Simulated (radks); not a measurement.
Task: Spherical jellium clusters: N electrons in a uniform positive sphere of charge N and radius rs N^(1/3), rs unknown. Calculated with a radial shooting solver with Libxc functionals: non-relativistic Kohn-Sham, PBEsol, spin-polarised, spherical densities. Levels are named by radial order and angular momentum (1s, 1p, 1d, 2s, ...), and open shells are averaged over m. Each electron was tried in the lowest free levels, single moves between levels near the top were tried too, and the lowest total energy was kept; such a search can miss a lower state. IP is vertical, at fixed background; rs is in bohr. The values of IP (eV) for N = 2 to 12 are 5.669, 4.022, 4.685, 5.048, 4.445, 4.860, 5.107, 3.569, 3.883, 4.124, 4.316. Estimate rs.

Result: rs = 3.56 bohr. A metal sphere has IP near W + 1/(2R) hartree with R = rs N^(1/3), and both terms fall as rs grows; shell closures ride on that trend.
